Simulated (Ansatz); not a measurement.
`C#C[SiH2]N` → `C#C` + `N[SiH]` at 298.15 K and 1 bar (silylene formation by 1,1-elimination).

Gas-phase electronic energies from Ansatz, PBE0-D4/def2-TZVP geometries. CBS: MP2 limit from def2 TZ/QZ plus the TZ coupled-cluster correction, frozen cores. This one scheme is used for every species. One conformer a species, not always the lowest.

```csv
species,CCSD(T)/CBS energy (Eh),H − E (kJ/mol),S (J/(mol·K))
`C#C[SiH2]N`,-422.86577,182.0,314.2
`C#C`,-77.22717,80.8,200.2
`N[SiH]`,-345.56329,99.2,245.4
```

H − E and S are ideal-gas, rigid-rotor, harmonic terms from PBE0-D4/def2-TZVP, for one conformer and one mirror image of each species. 1 Eh = 2625.50 kJ/mol, R = 8.31446 J/(mol·K).

By hand: ΔE, ΔH, ΔS and ΔG.

ΔE = (-77.22717) + (-345.56329) − (-422.86577) = 0.07531 Eh = 197.7 kJ/mol. Δ(H − E) = 80.8 + 99.2 − 182.0 = -2.0, so ΔH = 195.7 kJ/mol. ΔS = 200.2 + 245.4 − 314.2 = 131.4 J/(mol·K). ΔG = 195.7 − 298.15 × (131.4)/1000 = 156.5 kJ/mol.

By hand: the equilibrium constant, and the temperature at which ΔG would vanish if ΔH and ΔS stayed fixed.

log₁₀ K = −ΔG/(RT ln 10) = -27.4. ΔG = 0 at ΔH/ΔS = 1489 K.

The number of gas molecules changes by +1, which sets the sign of ΔS. A doubt of 5 kJ/mol in ΔE shifts log₁₀ K by 0.9 here. Other conformers and mirror images would add mixing entropy, several J/(mol·K) or more a flexible species. These are equilibria of isolated gas molecules and say nothing of rates. Largest T1 diagnostic: 0.015 (customary marks: 0.02 for closed shells, 0.045 for open ones).
